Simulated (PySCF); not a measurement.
Adding and removing an electron: KP

PBE; K aug-pcseg-1, P aug-pcseg-1; no relativity (PySCF 2.14). Neutral (UKS): triplet (π ↑↑), Re = 3.039 Å, ωe = 204 cm⁻¹, De = 1.47 eV, HOMO -3.13 eV, LUMO -2.35 eV.

KP⁺ (UKS): quartet (σ ↑, π ↑↑), Re = 3.559 Å, ωe = 77.8 cm⁻¹, De = 0.16 eV to K⁺ + P. The energies at the minima are -940.76836 hartree for KP and -940.55712 for KP⁺.

Q: Work out the adiabatic ionisation energy, without and with harmonic zero-point energies (1 hartree = 27.2114 eV, 1 eV = 8065.5 cm⁻¹), and the change of the bond length.

A: At PBE: 0.21124 hartree = 5.748 eV between the minima; the zero-point term (77.8 − 204.0)/2 cm⁻¹ = -0.008 eV makes it 5.740 eV. Re changes by +52.0 pm against the neutral. The electron leaves a σ orbital, and the ion is left as a loose complex of an ion and an atom.

Weak bonds: KP⁺. Basis-set superposition, not corrected here, can be much of De in a small basis, most of all at correlated wavefunction levels. For an ion De counts to the pair picked by the measured ionisation energies or electron affinities, which need not be the lowest pair at this level. States were picked by a PBE0 search and need not be the measured ground states.
